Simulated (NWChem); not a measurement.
The numbers come from NWChem runs, not from measurements. System: AlCl, charge 0, spin multiplicity 1, at a geometry optimised with PBE0/def2-SVP. The structure started from a generated list of species. Level: TD-B3LYP/def2-SVPD, VWN1-RPA local correlation.

The NWChem input:

```
start mol
memory heap 200 mb stack 900 mb global 1100 mb
geometry units angstroms nocenter noautoz
  Al     0.000000     0.000000    -1.216591
  Cl     0.000000     0.000000     0.930334
  symmetry group C2v
end
basis spherical
  * library def2-svpd
end
dft
  xc b3lyp
  semidirect memsize 60000000 filesize 0
  iterations 100
end
tddft
  rpa
  nroots 6
  notriplet
  thresh 1e-4
end
task tddft energy
```

Output (cleaned and shortened):

```
             Northwest Computational Chemistry Package (NWChem) 7.3.0
             --------------------------------------------------------

                                NWChem Input Module
                                -------------------

 Scaling coordinates for geometry "geometry" by  1.889725989
 (inverse scale =  0.529177249)

 Turning off AUTOSYM since
 SYMMETRY directive was detected!

                             Geometry "geometry" -> ""
                             -------------------------

 Output coordinates in angstroms (scale by  1.889725989 to convert to a.u.)

  No.       Tag          Charge          X              Y              Z
 ---- ---------------- ---------- -------------- -------------- --------------
    1 Al                  13.0000     0.00000000     0.00000000    -1.21659100
    2 Cl                  17.0000     0.00000000     0.00000000     0.93033400

 Effective nuclear repulsion energy (a.u.)      54.4724068279

            Nuclear Dipole moment (a.u.)
            ----------------------------
        X                 Y               Z
 ---------------- ---------------- ----------------
     0.0000000000     0.0000000000    -0.0000094486

      Symmetry information
      --------------------

 Group name             C2v
 Group number             16
 Group order               4
 No. of unique centers     2

      Symmetry unique atoms

     1    2


 Summary of "ao basis" -> "" (spherical)
 ------------------------------------------------------------------------------
       Tag                 Description            Shells   Functions and Types
 ---------------- ------------------------------  ------  ---------------------
 *                         def2-svpd                  on all atoms

                                 NWChem DFT Module
                                 -----------------

 Summary of "ao basis" -> "ao basis" (spherical)
 ------------------------------------------------------------------------------
       Tag                 Description            Shells   Functions and Types
 ---------------- ------------------------------  ------  ---------------------
[...]
     Pearson C.C. =   0.0000

     Occ.   13  b2  ---  Virt.   16  b1   0.70590 X
     Occ.   14  b1  ---  Virt.   17  b2  -0.70590 X
  ----------------------------------------------------------------------------
  Root   4 singlet a1             0.223118994 a.u.                6.0714 eV
  ----------------------------------------------------------------------------
     Transition Moments    X -0.00000   Y -0.00000   Z -0.00000
     Transition Moments   XX  0.66931  XY -0.00000  XZ  0.00000
     Transition Moments   YY -0.66931  YZ  0.00000  ZZ  0.00000
     Dipole Oscillator Strength                    0.0000000000
     Electric Quadrupole                           0.0000000265
     Magnetic Dipole                               0.0000000000
     Total Oscillator Strength                     0.0000000265

          sigma_e =   1.9416 Angstrom
          sigma_h =   1.1766 Angstrom
         |d_h->e| =   2.0017 Angstrom
            d_exc =   3.0261 Angstrom
            d_CD1 =   2.7666 Angstrom
            d_CD2 =   0.4426 Angstrom
            d_CD3 =   5.0278 Angstrom
     Pearson C.C. =   0.0008

     Occ.   13  b2  ---  Virt.   17  b2   0.70611 X
     Occ.   14  b1  ---  Virt.   16  b1  -0.70611 X
  ----------------------------------------------------------------------------
  Root   5 singlet a2             0.223118996 a.u.                6.0714 eV
  ----------------------------------------------------------------------------
     Transition Moments    X -0.00000   Y  0.00000   Z  0.00000
     Transition Moments   XX -0.00000  XY -0.66935  XZ  0.00000
     Transition Moments   YY  0.00000  YZ -0.00000  ZZ -0.00000
     Dipole Oscillator Strength                    0.0000000000
     Electric Quadrupole                           0.0000000265
     Magnetic Dipole                               0.0000000000
     Total Oscillator Strength                     0.0000000265

          sigma_e =   1.9416 Angstrom
          sigma_h =   1.1766 Angstrom
         |d_h->e| =   2.0017 Angstrom
            d_exc =   3.0261 Angstrom
            d_CD1 =   2.7666 Angstrom
            d_CD2 =   0.4425 Angstrom
            d_CD3 =   5.0278 Angstrom
     Pearson C.C. =   0.0008

     Occ.   13  b2  ---  Virt.   16  b1   0.70611 X
     Occ.   14  b1  ---  Virt.   17  b2   0.70611 X
  ----------------------------------------------------------------------------
  Root   6 singlet a1             0.235206505 a.u.                6.4003 eV
  ----------------------------------------------------------------------------
     Transition Moments    X  0.00000   Y -0.00000   Z -0.99552
     Transition Moments   XX -1.34252  XY  0.00000  XZ -0.00000
     Transition Moments   YY -1.34259  YZ  0.00000  ZZ  6.99499
     Dipole Oscillator Strength                    0.1554022466
     Electric Quadrupole                           0.0000016056
     Magnetic Dipole                               0.0000000000
     Total Oscillator Strength                     0.1554038522

          sigma_e =   2.5258 Angstrom
          sigma_h =   1.8642 Angstrom
         |d_h->e| =   0.8869 Angstrom
            d_exc =   3.2647 Angstrom
            d_CD1 =   1.5484 Angstrom
            d_CD2 =  -1.3081 Angstrom
            d_CD3 =   4.1516 Angstrom
     Pearson C.C. =  -0.0018

     Occ.   12  a1  ---  Virt.   18  a1  -0.05020 X
     Occ.   13  b2  ---  Virt.   17  b2   0.42309 X
     Occ.   14  b1  ---  Virt.   16  b1   0.42309 X
     Occ.   15  a1  ---  Virt.   18  a1   0.79201 X
     Occ.   15  a1  ---  Virt.   19  a1  -0.08982 X

              Target root =      1
          Target symmetry = none
      Ground state energy =   -702.504689256774
        Excitation energy =      0.174837156008
     Excited state energy =   -702.329852100765

  stored tddft:energy   -702.32985210076538

 Task  times  cpu:       20.7s     wall:       20.7s

 Total times  cpu:       20.8s     wall:       20.8s
```
